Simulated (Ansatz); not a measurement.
Reactions of CH4OS, SMILES `OCS`.

Computed with Ansatz on PBE0-D4/def2-TZVP structures; ΔE is electronic, products minus reactants. CCSD(T)/CBS is the MP2 limit (def2-TZVPP, def2-QZVPP) plus CCSD(T) − MP2 in def2-TZVPP, frozen cores. This one scheme is used for every species. DFT in def2-TZVPP. B3LYP here is the variant with VWN-RPA as its local correlation; programs differ in this. One conformer a species, not always the lowest.

```json
{"reaction": "`OCS` + `N=CF` → `OC/N=C\\F` + H₂S", "B3LYP-D4 (kJ/mol)": "-14", "ωB97X-V (kJ/mol)": "-15", "CCSD/CBS(def2) (kJ/mol)": "-12"}
{"reaction": "`OCS` + `C1N[SiH2]1` → `SC[SiH]1CN1` + H₂O", "B3LYP-D4 (kJ/mol)": "-92", "ωB97X-V (kJ/mol)": "-89", "CCSD/CBS(def2) (kJ/mol)": "-99"}
{"reaction": "`OCS` + H₂ → CH₃OH + H₂S", "B3LYP-D4 (kJ/mol)": "-67", "ωB97X-V (kJ/mol)": "-66", "CCSD/CBS(def2) (kJ/mol)": "-72"}
{"reaction": "`OCS` + silanol → `[SiH3]OCS` + H₂O", "B3LYP-D4 (kJ/mol)": "-5", "ωB97X-V (kJ/mol)": "-2", "CCSD/CBS(def2) (kJ/mol)": "-5"}
```

(1) Give the CCSD(T)/CBS values in the same order. (An estimate is asked.)

Largest T1 diagnostic: 0.013, for `N=CF`.

Results:

(1) The calculation gave: -12, -101, -66, -6 kJ/mol.
